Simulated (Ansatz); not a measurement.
Z-matrix (Å, degrees):
```
C
O 1 1.412
H 1 1.090 2 107.8
H 1 1.094 2 111.2 3 119.3
H 1 1.093 2 111.4 3 -119.3
B 2 1.365 1 122.0 3 179.3
C 6 1.569 2 116.1 1 178.7
C 6 1.573 2 121.2 1 -0.7
H 7 1.096 6 109.8 2 116.4
H 7 1.095 6 110.7 2 -127.8
H 7 1.092 6 113.6 2 -4.8
H 8 1.091 6 112.8 2 -173.9
H 8 1.095 6 112.5 2 -51.2
H 8 1.097 6 109.6 2 66.4
H 2 2.375 1 102.8 3 -77.0
S 15 1.344 2 143.4 1 -71.9
H 16 1.341 15 92.2 2 -93.2
```

Total charge 0; spin multiplicity 1. The bonds changed during the relaxation, so this is another structure than the one it started from.

Q: List the B3LYP/def2-TZVPP orbital energies in eV (the Gaussian-basis code of Ansatz). (An estimate is asked.)

A: Computed: Occupied: -2417.91, -520.91, -278.20, -275.99, -275.85, -215.91, -183.75, -160.48, -160.40, -160.25, -28.26, -20.12, -19.55, -18.99, -18.38, -14.30, -12.88, -12.69, -11.92, -11.59, -11.05, -10.57, -10.52, -10.17, -9.94, -9.42, -8.68, -8.04, -7.12. Lowest empty: 0.14, 0.33, 0.63, 1.14, 1.44, 2.22, 2.35, 2.50.

B3LYP here is the variant with VWN-RPA as its local correlation; programs differ in this.
